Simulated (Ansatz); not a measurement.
`[NH2][SnH2][Cl]` + `[CH3][SnH]([F])[CH2]Cl` → `[NH2][SnH]([F])[Cl]` + `[CH3][SnH2][CH2]Cl`  (redistribution)

Isolated molecules relaxed with PBE0-D4/def2-TZVP in Ansatz; ΔE leaves out vibrations. CCSD(T)/CBS adds triple-zeta CCSD(T) − MP2 to the extrapolated MP2 energy (def2 sets, frozen cores). Functionals use def2-TZVPP. B3LYP here is the variant with VWN-RPA as its local correlation; programs differ in this. Elements past krypton have def2 core potentials. For Sn outer-core shells are correlated without core-valence functions, which leaves a few kJ/mol of doubt a bond. One conformer a species, not always the lowest.

`[NH2][SnH2][Cl]`:

Cartesian coordinates in Å:
```
N -1.105 -0.297 0.669
Sn 0.363 0.397 -0.512
Cl 2.376 -0.742 -0.097
H -0.934 -0.162 1.657
H -1.322 -1.275 0.522
H 0.658 2.020 -0.112
H -0.035 0.058 -2.127
```

`[CH3][SnH]([F])[CH2]Cl`:

Z-matrix (Å, degrees):
```
C
Sn 1 2.121
H 1 1.089 2 110.1
H 1 1.090 2 109.6 3 120.5
H 1 1.090 2 108.9 3 -119.9
F 2 1.936 1 105.6 3 73.6
C 2 2.149 1 112.3 3 -174.1
H 2 1.705 1 117.0 3 -42.7
Cl 7 1.786 2 107.8 1 61.4
H 7 1.088 2 111.5 1 -56.9
H 7 1.088 2 112.1 1 -179.9
```

`[NH2][SnH]([F])[Cl]`:

Cartesian coordinates in Å:
```
N 0.457 -1.068 0.658
Sn -0.339 0.615 -0.062
F -1.222 0.262 -1.730
Cl 1.437 1.987 -0.590
H 1.319 -1.317 0.188
H -0.167 -1.864 0.621
H -1.483 1.385 0.915
```

`[CH3][SnH2][CH2]Cl`:

```xyz
11

C    -1.353    1.086    0.397
Sn    0.694    0.582    0.073
C     0.802   -1.544   -0.310
Cl   -0.323   -1.988   -1.622
H    -1.949    0.702   -0.431
H    -1.474    2.168    0.455
H    -1.705    0.639    1.327
H     1.654    0.928    1.451
H     1.333    1.390   -1.290
H     0.519   -2.118    0.571
H     1.801   -1.846   -0.619
```

| level | ΔE (kcal/mol) | difference from CCSD(T)/CBS |
| --- | --- | --- |
| PBE-D4 | 2.4 | 0.2 |
| r2SCAN-D4 | 2.4 | 0.2 |
| PBE0-D4 | 2.4 | 0.2 |
| B3LYP-D4 | 2.6 | 0.4 |
| ωB97X-V | 2.5 | 0.3 |
| ωB97M-V | 2.4 | 0.2 |
| B2PLYP | 2.5 | 0.3 |
| PBE | 2.6 | 0.4 |
| r2SCAN | 2.5 | 0.3 |
| PBE0 | 2.6 | 0.4 |
| B3LYP | 3.0 | 0.8 |
| HF/def2-TZVPP | 3.1 | 0.9 |
| MP2/def2-TZVPP | 1.9 | -0.3 |
| SCS-MP2/def2-TZVPP | 2.2 | 0.0 |
| CCSD/def2-TZVPP | 2.2 | 0.0 |
| CCSD(T)/def2-TZVPP | 2.0 | -0.2 |
| HF/def2-QZVPP | 3.0 | 0.8 |
| MP2/def2-QZVPP | 2.0 | -0.2 |
| SCS-MP2/def2-QZVPP | 2.3 | 0.1 |
| HF/CBS(def2) | 3.0 | 0.8 |
| MP2/CBS(def2) | 2.1 | -0.1 |
| CCSD/CBS(def2) | 2.4 | 0.2 |
| CCSD(T)/CBS | 2.2 | 0 |

Largest T1 diagnostic among the species: 0.013.

In def2-TZVPP, CCSD(T) changes the Hartree–Fock value by −1.1 kcal/mol (the triples alone add −0.2 kcal/mol) and MP2 by −1.2 kcal/mol.
